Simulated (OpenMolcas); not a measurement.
**Mn IV: the spin-orbit constant, worked from levels**

```
Program             : OpenMolcas
Basis               : ANO-RCC-VQZP [7s6p4d3f2g1h]
Scalar Hamiltonian  : DKH2, point nucleus
Active space        : 10 electrons in 8 orbitals (RAS1 3p, at most 2 holes; RAS2 3d)
State averaging     : 2S+1 = 5 even, 5 roots; 2S+1 = 3 even, 45 roots; 2S+1 = 1 even, 44 roots
Spin-orbit coupling : state interaction with AMFI integrals over the reference wave functions, term energies averaged over their components
```

Methods: RASSCF; MS-RASPT2, IPEA 0.25 Eh, imaginary shift 0.1 Eh (closed shells correlated: 3s). Measured levels: Corliss and Sugar, J. Phys. Chem. Ref. Data 6, 1253 (1977).

**The spin-orbit constant.** For the Hund term ⁵D of d4, E(J) = (A/2) J(J+1) + constant and ζ = 2S·A = 4A. From J = 0 to J = 4 the energy changes by 10 A.

```
   Source  E(4) - E(0)     A    ζ
   RASSCF        969.3  96.9  388
MS-RASPT2        968.7  96.9  387
 measured        885.8  88.6  354
```

All in cm-1. MS-RASPT2 is off by +9.4 % and RASSCF by +9.4 %. Both methods take the spin-orbit matrix elements from the reference wave functions, so the second can move ζ only through the term energies and any multistate remixing. Second-order mixing with other terms is absorbed into this ζ.

CASPT2 breaks the degeneracy within a term, and the mean is taken; among the terms shown or strongly mixed into the levels shown the widest spread is 45 cm-1 (3d⁴ ⁵D, MS-RASPT2). Active for correlation alone: 3p; no level in the range computed is led by a configuration that opens it, so any true level of that kind is missing. Without dynamic correlation excited terms often stand tens of per cent too high (terms of higher spin than the ground term too low), and those without a measured partner can miss by more than the paired ones (holds for RASSCF). Measured partners are found by configuration, term and J. A level has none where our copy of the source lacks it or the pairing is in doubt (some pairs that miss far off the trend of their configuration count as doubtful), and it then counts in no deviation. Levels of configurations outside the active space are missing.
